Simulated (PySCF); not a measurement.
# Choosing a basis for TDDFT

C3H7FSi.
InChI=1S/C3H7FSi/c1-3(4)2-5/h2H,1,5H3/b3-2+

TDDFT with PBE0 (PySCF), vertical singlets, core orbitals frozen in the response, spherical d and f functions. Isolated species at its PBE0-D3(BJ)/def2-SVP geometry, gas phase.

```tsv
basis	functions	diffuse	S1 (eV)	S2 (eV)	S3 (eV)	S4 (eV)	S5 (eV)	LUMO (eV)	α (au)
6-31G*	88	no	6.78	7.12	7.62	7.92	8.12	0.02	54.4
6-31+G*	108	yes	6.37	6.62	6.98	7.25	7.36	-0.32	61.7
def2-SVP	109	no	6.71	7.18	7.66	7.85	7.97	-0.22	57.9
def2-SVPD	163	yes	6.50	6.71	7.29	7.35	7.68	-0.45	67.2
aug-cc-pVDZ	182	yes	6.23	6.38	6.79	6.93	7.10	-0.44	68.4
def2-TZVP	203	no	6.51	6.87	7.33	7.67	7.83	-0.39	64.6
def2-TZVPD	257	yes	6.40	6.45	7.01	7.12	7.36	-0.47	68.2
```

Problem. Compare the sets with the largest diffuse one.

Solution. States are compared by their number. Against the largest diffuse basis here (def2-TZVPD, itself not a converged limit), sets without diffuse functions differ by up to 0.38 eV in S1 and 0.76 eV in S5; the smaller diffuse sets differ by up to 0.17 and 0.33 eV. State by state, the largest deviation of a set without diffuse functions is S1 0.38, S2 0.73, S3 0.65, S4 0.80, S5 0.76 eV. The same number needn't mean the same state in each row. Against def2-TZVPD the polarisability deviates by -20% in 6-31G*, -10% in 6-31+G*, -15% in def2-SVP, -1% in def2-SVPD, 0% in aug-cc-pVDZ, -5% in def2-TZVP. A single + in a Pople set puts diffuse functions on heavy atoms only.
